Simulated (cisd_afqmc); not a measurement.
Input (AFQMC/CISD/cc-pVDZ; cisd_afqmc is a phaseless AFQMC code with CISD trial states that reads the integrals written by Ansatz):

Ansatz 0.2 input:
```python
import cisd_afqmc

open("ham.yaml", "w").write("""\
crystal:
  periodic: [false, false, false]
  atoms:
    - {symbol: As, position_ang: [-0.00000000, -0.00000000, -0.31730468]}
    - {symbol: O, position_ang: [0.00000000, 0.00000000, 1.30888181]}
basis:
  gaussian:
    orbitals: cc-pVDZ
magnetization: {spin_polarized: true, initial_magnetization: 1}
correlation: {method: ccsd, electrons: outside_noble_gas, hamiltonian_folder: ham}
""")
rep = cisd_afqmc.ansatz("ham.yaml")
e_ccsd = rep["correlation"]["coupled_cluster"]["energy"]["hartree"]
out = cisd_afqmc.run("ham", e_ccsd, trial="CISD", walkers=200, populations=8, threads=8, dt=0.005, steps=40, early=24, settle=10, least=32,
    cut=5e-5, rank_cut=2e-4, target=0.0004, seconds=1500, seed=1, memory=17280, gpu=False)
```

Output:

```
WARN ansatz::render: the results are in doubt because among natural orbitals full CI differs from the method by -0.126 eV
orbitals 26, occupied [6, 5], factors 126 of 458, rank of the doubles 153 of 225
E(HF) = -2308.982220
E(CCSD) on the cut factors = -2309.269971, shift to the whole factors -0.000007
Energy of the trial state on the determinant = -2309.270030
  tau behind 7.2 of longer steps, mean of the populations' last blocks
   2.0  -2309.28136
   4.0  -2309.28135
   6.0  -2309.28222
   8.0  -2309.28361
  10.0  -2309.28558
  12.0  -2309.28423
  14.0  -2309.28611
  16.0  -2309.28296
  18.0  -2309.28546
blocks 808 (2 outliers left out), error by blocks joined: 1: 0.00023, 2: 0.00027, 4: 0.00033, 8: 0.00037, 16: 0.00039
E(AFQMC/CISD) = -2309.28398 +/- 0.00039
```

The determinant is spin-contaminated: <S^2> is 1.22, 0.47 over the pure value.

The run carries these doubts: large difference.
